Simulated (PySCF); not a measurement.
**F (fluorine, neutral): UHF calculation**

Configuration: [He] 2s2 2p5, 2P determinant. Computed with PySCF 2.14 in aug-cc-pVDZ, with no relativity, point nucleus.

```json
{
 "Total energy": "-99.381092 hartree",
 "One-electron energy": "-139.1264 hartree",
 "Hartree (Coulomb) energy": "49.7706 hartree",
 "Exchange energy": "-10.0253 hartree",
 "Kinetic energy": "99.32315 hartree",
 "⟨S²⟩": "0.7536",
 "⟨L²⟩": "2.010",
 "Sum of ⟨r⟩": "7.809 bohr",
 "Sum of ⟨r²⟩": "10.34 bohr²",
 "Traceless quadrupole moment −½Σ⟨3z² − r²⟩ along its main axis": "0.711 e·bohr²",
 "Density at the nucleus (Gaussians lack the cusp)": "429 bohr⁻³",
 "Spin density at the nucleus": "0.240 bohr⁻³",
 "Langevin diamagnetic susceptibility": "-8.19 ×10⁻⁶ cm³/mol",
 "Time after the integrals": "0.07 s of wall time on 1 thread of Neoverse-V1 (shared host)"
}
```

```csv
shell,electrons,mean orbital energy (eV),spread (eV),"rms radius, mean of both spins (bohr)"
1s α,1,-719.05,0,0.204
1s β,1,-717.71,0,0.204
2s α,1,-45.692,0,1.11
2s β,1,-40.411,0,1.11
2p α,3,-20.963,3.034,1.25
2p β,2,-18.514,0,1.25
```
